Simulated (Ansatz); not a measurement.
Consider the atomization: `O[SiH2]CS` → C• + 6 H• + O• + S• + Si•.

Program: Ansatz. Geometries: PBE0-D4/def2-TZVP. ΔE: electronic, gas phase. CCSD(T)/CBS adds triple-zeta CCSD(T) − MP2 to the extrapolated MP2 energy (def2 sets, frozen cores). This one scheme is used for every species, atoms too. DFT in def2-TZVPP. Open shells (•) are unrestricted, without spin–orbit coupling. Spin–orbit coupling would lower the free atoms: a little for C, O, S, Si. Each species was taken in one conformer, which may not be the lowest.

`O[SiH2]CS`:

Cartesian coordinates in Å:
```
O 0.385 1.078 1.575
Si 0.770 0.675 0.030
C 0.037 -1.001 -0.383
S -1.752 -0.953 -0.061
H -0.530 0.898 1.813
H 2.251 0.676 -0.048
H 0.212 1.644 -0.957
H 0.429 -1.757 0.303
H 0.237 -1.342 -1.401
H -2.039 0.080 -0.872
```

| species | B97M-V energy (Eh) |
| --- | --- |
| `O[SiH2]CS` | -804.54680 |
| C• | -37.85881 |
| H• | -0.50030 |
| O• | -75.07203 |
| S• | -398.00586 |
| Si• | -289.29108 |

Q: Work out ΔE.

A: ΔE = 6 × (-0.50030) + (-37.85881) + (-75.07203) + (-398.00586) + (-289.29108) − (-804.54680) = 1.31722 Eh = +35.84 eV. CCSD(T)/CBS gives +35.85 eV.

Largest T1 diagnostic among the species: 0.012.

At CCSD(T), def2-SVP lies −2.68 eV from the extrapolated value and def2-TZVPP −1.03 eV: correlation converges slowly with the basis, and small sets miss more of it in the bonded molecule than in its fragments. In def2-TZVPP, CCSD(T) changes the Hartree–Fock value by +8.89 eV (the triples alone add +0.49 eV) and MP2 by +9.29 eV; breaking electron pairs costs correlation energy, which Hartree–Fock lacks. From r2SCAN to r2SCAN0 (25 % exact exchange), in def2-TZVPP and without D4, ΔE moves by −0.50 eV: exact exchange takes away binding that semilocal exchange gives to molecules.

For atomizations the MP2-based limit and the directly extrapolated one differ by several kJ/mol either way, and by 10 to 25 for some Ge, Se and Sn compounds, so smaller differences from it don't rank the levels.
